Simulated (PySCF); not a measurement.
C4H6Si, SMILES C1=C[SiH2]C=C1 (connectivity only; charge and spin as stated), charge +1, multiplicity 2. Atoms are numbered in the order given.

```xyz
11

C      0.0000     0.7161    -1.3573
C      0.0000     1.3336    -0.0920
Si     0.0000     0.0000     1.2747
C      0.0000    -1.3336    -0.0920
C      0.0000    -0.7161    -1.3573
H      0.0000     1.2850    -2.3029
H      0.0000     2.4334    -0.0029
H     -1.2614     0.0000     2.0784
H      1.2614     0.0000     2.0784
H      0.0000    -2.4334    -0.0029
H      0.0000    -1.2850    -2.3029
```
Charge +1, spin multiplicity 2.

Geometry: PBE-D3(BJ)/def2-SVP. The multiplicity is an assumed one; no other spin state was optimised.

Calculation: PySCF with SMD-M06-2X/def2-SVP.

Solvation free energies are E(SMD) − E(gas) at the gas-phase geometry, for 1 M in both phases.

**Question.** Rank water, 1-octanol, acetone by solvation free energy, most negative first.

**Answer.** acetone (-56.1 kcal/mol), water (-54.0 kcal/mol), 1-octanol (-52.2 kcal/mol)
